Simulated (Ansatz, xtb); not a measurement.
C8H10: which of two isomers lies lower

Structure X: `Cc1cccc(C)c1`, a singlet. Structure Y: `Cc1ccccc1C`, a singlet. Both are isolated molecules in the gas phase, relaxed with B3LYP-D3(BJ)/def2-SVP.

Quicker runs give these differences E(Y) − E(X): GFN2-xTB +0.007 eV; HF/STO-3G +0.023 eV (at GFN2-xTB geometries); r2SCAN-D4/def2-SVP −0.015 eV (at GFN2-xTB geometries).

**Question.** Estimate E(Y) − E(X) at the level CCSD(T)/def2-SVP + ΔMP2/def2-TZVPP.

**Answer.** CCSD(T)/def2-SVP + ΔMP2/def2-TZVPP gives E(Y) − E(X) = −0.013 eV, slightly favouring structure Y, which is too small a margin to settle the true order.

The same difference at several levels:

```tsv
level	geometry	E(Y) − E(X) (eV)	departure from the last row (eV)	job, with rough time for the two
GFN2-xTB	GFN2-xTB	+0.007	+0.020	optimisation, 0.29 s
HF/STO-3G	GFN2-xTB	+0.023	+0.036	single point, 2.1 s
r2SCAN-D4/def2-SVP	GFN2-xTB	−0.015	−0.003	single point, 12 s
B3LYP-D3(BJ)/def2-SVP	B3LYP-D3(BJ)/def2-SVP	−0.020	−0.007	optimisation, 95 s
HF/def2-SVP	B3LYP-D3(BJ)/def2-SVP	+0.031	+0.044	part of the CCSD(T) run
MP2/def2-SVP	B3LYP-D3(BJ)/def2-SVP	−0.011	+0.002	part of the CCSD(T) run
CCSD(T)/def2-SVP	B3LYP-D3(BJ)/def2-SVP	−0.002	+0.011	single point
CCSD(T)/def2-SVP + ΔMP2/def2-TZVPP	B3LYP-D3(BJ)/def2-SVP	−0.013		single point, 6.6 min
```

As drawn, both hold the same kinds of bond in the same numbers.

The largest departure from CCSD(T)/def2-SVP + ΔMP2/def2-TZVPP is that of HF/def2-SVP, 0.044 eV. A small imaginary or near-zero mode remains, so no thermal terms are given. The last row adds to CCSD(T) the change of the MP2 difference between the two basis sets, here −0.011 eV.

The correlated steps freeze 8 core orbitals. Run with Ansatz 0.2.0, xtb 6.7.1; the last row on 2 threads of Intel(R) Xeon(R) Processor @ 2.50GHz (Skylake/Cascade Lake) on a shared host.
